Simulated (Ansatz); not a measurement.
Program: Ansatz 0.2.0.

C2H7NSi, SMILES `C=N[SiH2]C` at its PBE0-D4/def2-TZVP geometry, where that method's forces vanish. Total charge 0; spin multiplicity 1.

| atom | x (Å) | y (Å) | z (Å) |
| --- | --- | --- | --- |
| C1 | -1.9514 | 1.0316 | -0.0273 |
| N2 | -1.2660 | 0.0165 | -0.3094 |
| Si3 | 0.1668 | -0.4674 | 0.5652 |
| C4 | 1.5952 | -0.5540 | -0.6253 |
| H5 | -2.8385 | 1.2853 | -0.6204 |
| H6 | -1.7266 | 1.7198 | 0.8044 |
| H7 | 0.4639 | 0.4905 | 1.6770 |
| H8 | -0.1146 | -1.8045 | 1.1502 |
| H9 | 1.3689 | -1.2413 | -1.4432 |
| H10 | 2.4974 | -0.9059 | -0.1189 |
| H11 | 1.8049 | 0.4293 | -1.0522 |

Problem. For each bond, give half the difference of the two atoms' forces along it (eV/Å; positive pushes the atoms apart) under PBE-D4, r2SCAN-D4, B3LYP-D4, ωB97M-V in def2-TZVPP. (Estimate.)

Solution. The calculation gave: 
```
  bond  length (Å)  PBE-D4  r2SCAN-D4  B3LYP-D4  ωB97M-V
 C1–N2       1.257    0.62       0.29      0.14     0.09
 C1–H5       1.097   -0.02      -0.07     -0.12    -0.11
 C1–H6       1.103   -0.01      -0.04     -0.06    -0.09
N2–Si3       1.747   -0.02      -0.06      0.04     0.11
Si3–C4       1.862   -0.02       0.00      0.10     0.03
Si3–H7       1.497    0.05      -0.02     -0.09    -0.12
Si3–H8       1.486    0.06      -0.02     -0.12    -0.15
 C4–H9       1.092    0.10      -0.01     -0.04    -0.04
C4–H10       1.093    0.11      -0.01     -0.04    -0.04
C4–H11       1.092    0.11       0.00     -0.04    -0.04
```

B3LYP here is the variant with VWN-RPA as its local correlation; programs differ in this.
